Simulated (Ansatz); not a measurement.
Cost and result for the atomization energy of `C[SiH](F)[O][AlH2]` (11 atoms, 10 bonds).

Cartesian coordinates in Å:
```
C -1.655 0.380 0.866
Si -0.258 0.882 -0.235
F 0.563 2.044 0.500
O 0.733 -0.356 -0.528
Al 2.023 -1.425 -0.729
H -2.253 -0.404 0.393
H -2.310 1.229 1.074
H -1.281 -0.003 1.819
H -0.719 1.455 -1.523
H 3.450 -0.995 -0.212
H 1.706 -2.806 -1.425
```

Charge 0, multiplicity 1. The geometry is a stationary point of PBE0-D4/def2-TZVP. It is one conformer, not always the lowest. Program: Ansatz. All runs use 4 threads of an Arm Neoverse V2 on a shared host. Times are those of one run each, without the atoms' runs, and a repeat can differ threefold. Electronic energies, without spin–orbit coupling; frozen cores. CCSD(T)/CBS adds CCSD(T) − MP2 in def2-TZVPP to the MP2 limit, and its time is that of the two runs behind it. T1 = 0.012. B3LYP takes the VWN-RPA correlation (the form of Gaussian; ORCA's B3LYP/G).

CCSD(T)/CBS is a level of theory with its own doubt, some kJ/mol a heavy atom from the limit and from the frozen cores, so smaller differences don't rank the functionals.

```json
{"level": "PBE-D4/def2-TZVPP (with forces)", "functions": "261", "wall time": "2 s", "atomization (kJ/mol)": "4060.9", "difference from CCSD(T)/CBS": "-27.2", "per bond": "-2.7"}
{"level": "PBE0-D4/def2-TZVPP", "functions": "261", "wall time": "2.4 s", "atomization (kJ/mol)": "4014.0", "difference from CCSD(T)/CBS": "-74.1", "per bond": "-7.4"}
{"level": "r2SCAN-D4/def2-TZVPP (with forces)", "functions": "261", "wall time": "3.8 s", "atomization (kJ/mol)": "4074.3", "difference from CCSD(T)/CBS": "-13.8", "per bond": "-1.4"}
{"level": "B3LYP-D4/def2-TZVPP (with forces)", "functions": "261", "wall time": "3.8 s", "atomization (kJ/mol)": "4053.0", "difference from CCSD(T)/CBS": "-35.1", "per bond": "-3.5"}
{"level": "B2PLYP/def2-TZVPP", "functions": "261", "wall time": "4.2 s", "atomization (kJ/mol)": "4027.6", "difference from CCSD(T)/CBS": "-60.5", "per bond": "-6.0"}
{"level": "ωB97X-V/def2-TZVPP", "functions": "261", "wall time": "7 s", "atomization (kJ/mol)": "4082.1", "difference from CCSD(T)/CBS": "-6.0", "per bond": "-0.6"}
{"level": "ωB97M-V/def2-TZVPP (with forces)", "functions": "261", "wall time": "9.5 s", "atomization (kJ/mol)": "4077.8", "difference from CCSD(T)/CBS": "-10.3", "per bond": "-1.0"}
{"level": "MP2/def2-QZVPP", "functions": "491", "wall time": "16 s", "atomization (kJ/mol)": "4116.1", "difference from CCSD(T)/CBS": "28.0", "per bond": "2.8"}
{"level": "CCSD(T)/def2-TZVPP", "functions": "261", "wall time": "120 s", "atomization (kJ/mol)": "3980.5", "difference from CCSD(T)/CBS": "-107.6", "per bond": "-10.8"}
{"level": "CCSD(T)/CBS(def2)", "functions": "–", "wall time": "2.3 min", "atomization (kJ/mol)": "4088.1", "difference from CCSD(T)/CBS": "0.0", "per bond": "0.0"}
```

From PBE to PBE0 (25 % exact exchange), in def2-TZVPP and without D4, the atomization energy moves by −43.7 kJ/mol: exact exchange takes away binding that semilocal exchange gives to molecules. In def2-TZVPP, CCSD(T) changes the Hartree–Fock value by +880.6 kJ/mol (the triples alone add +44.1 kJ/mol) and MP2 by +950.4 kJ/mol; breaking electron pairs costs correlation energy, which Hartree–Fock lacks. The D4 term adds +34.3 kJ/mol with B3LYP and +18.1 kJ/mol with PBE0; it sums over pairs of atoms, weighted by their polarisabilities, and B3LYP, whose exchange is more repulsive, gets the larger term.
